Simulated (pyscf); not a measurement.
`[Ge]=[Se]` [singlet] + `[SeH2]` → `[Se]=[GeH][SeH]` (insertion; singlet surface; H–Se broken, Ge–Se, Ge–H formed). PySCF, gas phase, ωB97X-D3(BJ)/def2-SVP geometries. MP2 and CC: frozen core, UHF for open shells. ΔMP2 is the change of the MP2 total energy from the triple- to the quadruple-zeta basis. Energies in eV from the separated reactants.

```
level                             barrier  reaction energy
--------------------------------  -------  ---------------
ωB97X-D3(BJ)/def2-TZVP               1.56            -0.80
PBE/def2-TZVP                        1.14            -0.49
B3LYP-D3(BJ)/def2-TZVP               1.44            -0.43
M06-2X/def2-TZVP                     1.53            -0.63
ωB97M-D3(BJ)/def2-TZVP               1.77            -0.39
HF/def2-TZVP                         2.51            -0.34
CCSD(T)/def2-TZVPP + ΔMP2(QZVPP)      [?]              [?]
```

**Question.** Fill in the missing entries.

**Answer.** 
- CCSD(T)/def2-TZVPP + ΔMP2(QZVPP), barrier: 1.60
- CCSD(T)/def2-TZVPP + ΔMP2(QZVPP), reaction energy: -0.44

On the reactant side the descent ends in a complex (not fully relaxed), 0.27 eV under the separated species and 1.83 eV under the saddle at ωB97X-D3(BJ)/def2-TZVP. This is the saddle that the search found; another between the same sides may lie lower. The CCSD(T) − MP2 part came from Ansatz, without density fitting, on the same reference. The frozen core leaves the outer d or s,p core shells of the metals and heavy elements correlated in the MP2 and CC values, and def2-TZVPP describes them poorly, which can shift differences by a few kcal/mol. Elements up to Kr have no core potential and no relativistic terms here.
